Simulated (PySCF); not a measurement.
## Structure elucidation problem

An unknown has the formula C5H12OP2. Its calculated NMR data are:

$^{1}$H NMR (300 MHz, computed): δ 7.06 (m, 1H), 2.36 (m, 2H), 2.02 (m, 2H), 1.89 (m, 2H), 1.11 (m, 2H), 1.00 (m, 3H).

$^{13}$C{$^{1}$H} NMR (computed): δ 30.9, 29.2, 16.6.

[PySCF: GFN2-xTB geometry; σ from GIAO-PBE0/pcSseg-1; relativity neglected; no solvent model; one computed conformer; rapidly exchanging positions averaged]

References, each an isolated molecule treated in the same way: TMS for $^{1}$H (σ = 31.72 ppm), $^{13}$C (σ = 186.93 ppm).

**Question.** What is the structure?

**Answer.** 
3 carbon signals for 5 carbons: some carbons are equivalent by symmetry or fast rotation. Carbon types of the structure: 4 × CH2, 1 × CH3, leaving 1 H on heteroatoms. δC 30.9, 29.2: sp3 CH2 bonded to P. δC 16.6: methyl carbon bonded to P. δH 7.06: hydrogen on a phosphorus bonded to 2 C, O, in a 6-membered ring. δH 2.36, 2.02, 1.89, 1.11: hydrogen on an sp3 CH2 bonded to P. δH 1.00: hydrogen on a methyl carbon bonded to P.

These data were computed for `P1(C)CC[PH](=O)CC1`.

The data come from this structure; uniqueness wasn't tested.

Splittings by $^{31}$P in the carbon and heteronuclear signals aren't shown, as no couplings were computed. Shifts are as computed. Against solution values, carbons near 30 ppm lie about +3 ppm off and those near 130 ppm about +5 ppm. Of 1211 compounds with measured shifts, 218 miss one by over three times the rms of a fit or turn the order of signals round; such compounds aren't used in these exercises. No couplings were computed; multiplicities are counted from neighbouring protons, with m where these are inequivalent, close in shift, in a saturated or five-membered ring or joined by F or P, and br s for small geminal =CH2 splittings.
